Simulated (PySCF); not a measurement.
Start geometry of `O=C([O-])O[C@H](F)C(F)=C(F)F` from GFN2-xTB (Å):
```
atom  x, y, z in Å
O1     2.401   -1.498    0.465
C2     2.431   -0.329    0.717
O3     3.132    0.487    1.224
O4     1.031    0.413    0.240
C5     0.173   -0.351   -0.393
F6     0.119   -0.053   -1.791
C7    -1.251   -0.171    0.106
F8    -1.825   -1.244    0.691
C9    -1.939    0.961    0.065
F10   -3.179    1.122    0.550
F11   -1.533    2.090   -0.483
H12    0.440   -1.427   -0.359
```

Q: What comes out of this run: PBE0-D3(BJ)/def2-SVP geometry optimisation, gas phase (PySCF)?

A: 
```
atom  x, y, z in Å
O1     2.335   -1.577    0.486
C2     2.330   -0.384    0.760
O3     3.082    0.409    1.285
O4     1.022    0.319    0.359
C5     0.156   -0.406   -0.351
F6     0.274   -0.131   -1.724
C7    -1.269   -0.115    0.039
F8    -1.988   -1.159    0.481
C9    -1.868    1.072   -0.003
F10   -3.122    1.286    0.358
F11   -1.294    2.177   -0.408
H12    0.349   -1.489   -0.234
```

The energy falls by 2.2 kcal/mol over 7 energy and gradient evaluations, the largest force component goes from 0.0278 to 2.9e-04 Eh/bohr, and the atoms move by 0.104 Å rms after alignment. The bond that changes most is C2–O4 (carbonate carbon to oxygen singly bound to a carbonyl carbon), which shortens by 0.116 Å. Bonds longer at the end by more than 0.005 Å: 4 of 11; shorter: 6. Among the angles that change most is O1–C2–O3, from 140.8° to 137.0°. Among the dihedrals that turn most is C2–O4–C5–H12, from 10° to 20°. Rotational constants go from 1908, 596.6, 563.3 to 1949, 613.2, 568.5 MHz. The orientation of the end geometry is arbitrary; only internal coordinates are fixed.

The run used 159 basis functions and 51 SCF cycles in all.

No PBE0-D3(BJ)/def2-SVP frequencies stand behind this structure, so it isn't proved a minimum.

One conformer stands for the species.
